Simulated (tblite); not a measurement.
Compound: C9H7 (doublet state).
Cartesian coordinates in Å at the GFN2-xTB level; atoms count from 1:
```xyz
16
C9H7 angstrom
C      3.399   -0.712    1.038
C      2.350   -0.380    0.557
C      1.114    0.018   -0.012
C      1.105    0.844   -1.134
C     -0.112    1.230   -1.685
C     -1.249    0.774   -1.088
C     -1.309   -0.040    0.012
C     -2.599   -0.491    0.626
C     -0.081   -0.420    0.555
H      4.315   -1.003    1.457
H      2.036    1.179   -1.569
H     -0.140    1.870   -2.554
H     -2.852    0.151    1.470
H     -2.517   -1.512    0.991
H     -3.408   -0.434   -0.098
H     -0.059   -1.064    1.424
```

Computed with GFN2-xTB (tblite): harmonic, unscaled wavenumbers at the GFN2-xTB geometry, gas phase. Against measured fundamentals such values can be off by several per cent, at times by over 20. Open shells enter through the occupations alone, without spin polarisation, and single modes of such species can be off by tens of per cent. The optimisation stopped once no atom felt more than 0.01 eV/Å.

Lowest wavenumbers of the output (negative numbers stand for imaginary wavenumbers):
```
mode    cm-1
  1     -37.7
  2     122.1
  3     125.3
  4     186.6
  5     303.1
  6     328.9
  7     384.5
  8     451.5
  9     464.3
 10     491.1
```

Question: Is this structure a minimum?

Answer: Not by this Hessian. 1 mode is imaginary beyond 20i (38i cm⁻¹), so at this level the point lies at or near a first-order saddle. The curvature is small, so loose convergence or finite differences may be the whole cause.

Question: Which atoms move in the imaginary mode?

Answer: 38i: H13 (hydrogen on carbon) 35 %, H14 (hydrogen on carbon) 32 %, H15 (hydrogen on carbon) 31 %. These are shares of the mass-weighted motion.

Question: What is the remedy?

Answer: Step along that mode in both directions, optimise again with tighter thresholds and repeat the frequencies. The zero-point energy of this point (75.4 kcal/mol) counts the 41 real modes alone, and thermal corrections from it aren't those of a minimum.
